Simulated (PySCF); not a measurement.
C3H11NOSi, SMILES C(C)(C)O[SiH2]N. Coordinates come from a PBE-D3(BJ)/def2-SVP optimisation. This is a generated structure with no PubChem entry under its InChIKey; it may be hypothetical. One conformer was computed; it need not be the lowest.

Computed equilibrium geometry at PBE-D3(BJ)/def2-SVP (PySCF confirms it by a frequency run) as a Z-matrix (one conformer of several):
```
C
H 1 1.1202
O 1 1.4310 2 109.48
C 1 1.5254 2 108.32 3 -117.48
H 4 1.1076 1 110.47 2 59.73
H 4 1.1086 5 108.64 1 122.20
H 4 1.1092 5 108.02 6 117.57
C 1 1.5302 2 108.39 3 119.93
H 8 1.1081 1 110.31 2 -60.87
H 8 1.1090 9 108.64 1 -122.30
H 8 1.1093 9 107.96 10 -117.50
Si 3 1.6872 1 122.77 2 29.28
N 12 1.7374 3 117.84 1 66.37
H 13 1.0220 12 120.39 3 -83.53
H 13 1.0226 14 110.92 12 -149.43
H 12 1.4952 3 102.91 1 -174.14
H 12 1.5062 16 114.09 3 -117.83
```
Charge 0, spin multiplicity 1.
